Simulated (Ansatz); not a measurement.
C₂H₅NSi (`C1=N[SiH2]C1`). The species carries charge 0 and has multiplicity 1.

```
atom   x (Å)   y (Å)   z (Å)
  C1   0.147   0.270  -1.145
  N2   0.114  -1.012  -1.126
 Si3  -0.101  -0.947   0.642
  C4  -0.007   0.894   0.230
  H5   0.273   0.844  -2.073
  H6   1.008  -1.542   1.433
  H7  -1.396  -1.484   1.137
  H8   0.863   1.467   0.559
  H9  -0.901   1.511   0.343
```

Problem. What are the harmonic wavenumbers in cm⁻¹ at PBE0-D4/def2-TZVP (Ansatz, finite differences of forces, unscaled)? (An estimate is asked.)

Solution. The calculation gave: 218, 493, 584, 644, 675, 780, 796, 867, 872, 940, 971, 1118, 1129, 1317, 1419, 1627, 2223, 2230, 3042, 3083, 3135.

Problem. Is this a minimum?

Solution. Yes, all 21 modes are real.

Problem. Give the ideal-gas thermochemistry at 298.15 K and 1 bar (rigid rotor, harmonic oscillator; point group Cs, symmetry number 1).

Solution. Zero-point energy 168.5 kJ/mol; H(298) − E = 182.7 kJ/mol; entropy 284.2 J/(mol·K), of which translation 162.0, rotation 101.3, vibration 20.9; G(298) − E = 97.9 kJ/mol.

Problem. Rotational constants (cm⁻¹)?

Solution. 0.3592, 0.2538, 0.1617.
